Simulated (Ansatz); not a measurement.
Consider the silylene formation by 1,1-elimination: `C[SiH](C)[SiH3]` → `C[Si]C` + SiH₄.

Gas-phase electronic energies from Ansatz, PBE0-D4/def2-TZVP geometries. CCSD(T)/CBS adds triple-zeta CCSD(T) − MP2 to the extrapolated MP2 energy (def2 sets, frozen cores). This one scheme is used for every species. Functionals use def2-TZVPP. HSE06 is defined as in plane-wave codes.

Task: Is it downhill or uphill in electronic energy at CCSD(T)/CBS, and by how much? (Estimate.)

Result: The calculation gave: Uphill: ΔE = +228.7 kJ/mol.

Task: What do these levels give: LDA (SPW92), revPBE-D4, BLYP-D4, B97M-V, BHLYP-D4, r2SCAN, r2SCANh, HSE06, MP2/def2-SVP, HF/def2-TZVPP, MP2/def2-QZVPP, HF/CBS(def2)? (Best estimate.)

Result: The calculation gave: LDA (SPW92) 257.3, revPBE-D4 232.8, BLYP-D4 213.3, B97M-V 233.1, BHLYP-D4 233.9, r2SCAN 245.3, r2SCANh 246.3, HSE06 238.9, MP2/def2-SVP 228.6, HF/def2-TZVPP 207.3, MP2/def2-QZVPP 238.2, HF/CBS(def2) 206.6 kJ/mol.

Largest T1 diagnostic among the species: 0.012.

In def2-TZVPP, CCSD(T) changes the Hartree–Fock value by +16.3 kJ/mol (the triples alone add +3.2 kJ/mol) and MP2 by +28.2 kJ/mol. The D4 term adds +14.7 kJ/mol with B3LYP and +8.6 kJ/mol with PBE0; it sums over pairs of atoms, weighted by their polarisabilities, and B3LYP, whose exchange is more repulsive, gets the larger term. From PBE to PBE0 (25 % exact exchange), in def2-TZVPP and without D4, ΔE moves by +9.9 kJ/mol.

B3LYP here is the variant with VWN-RPA as its local correlation; programs differ in this.
